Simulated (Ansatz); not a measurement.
Isolated molecules relaxed with PBE0-D4/def2-TZVP in Ansatz; ΔE leaves out vibrations. CBS: MP2 limit from def2 TZ/QZ plus the TZ coupled-cluster correction, frozen cores. DFT in def2-TZVPP. B3LYP here is the variant with VWN-RPA as its local correlation; programs differ in this. def2 core potentials past Kr. For Sn, Te outer-core shells are correlated without core-valence functions, which leaves a few kJ/mol of doubt a bond. One conformer a species, not always the lowest.

Reaction (ligand exchange at the Si–C bond): `CC([SiH3])[TeH]` + `[NH2][SnH2][OH]` → `[OH][SnH2][NH][SiH3]` + `CC[TeH]`

Question: Is it downhill or uphill in electronic energy at CCSD(T)/CBS, and by how much? (Estimate.)

Answer: Computed: Downhill: ΔE = -0.68 eV.

Question: What do these levels give: PBE-D4, r2SCAN-D4, PBE0-D4, B3LYP-D4, ωB97M-V, r2SCAN, PBE0, SCS-MP2/def2-TZVPP, CCSD/def2-TZVPP, CCSD(T)/def2-TZVPP, HF/CBS(def2), MP2/CBS(def2)? (Estimate.)

Answer: Computed: PBE-D4 -0.60, r2SCAN-D4 -0.68, PBE0-D4 -0.64, B3LYP-D4 -0.71, ωB97M-V -0.69, r2SCAN -0.69, PBE0 -0.67, SCS-MP2/def2-TZVPP -0.73, CCSD/def2-TZVPP -0.73, CCSD(T)/def2-TZVPP -0.70, HF/CBS(def2) -0.91, MP2/CBS(def2) -0.67 eV.

Largest T1 diagnostic among the species: 0.013.

From PBE to PBE0 (25 % exact exchange), in def2-TZVPP and without D4, ΔE moves by −0.04 eV. In def2-TZVPP, CCSD(T) changes the Hartree–Fock value by +0.21 eV (the triples alone add +0.03 eV) and MP2 by +0.22 eV. The D4 term adds +0.06 eV with B3LYP and +0.03 eV with PBE0; it sums over pairs of atoms, weighted by their polarisabilities, and B3LYP, whose exchange is more repulsive, gets the larger term.
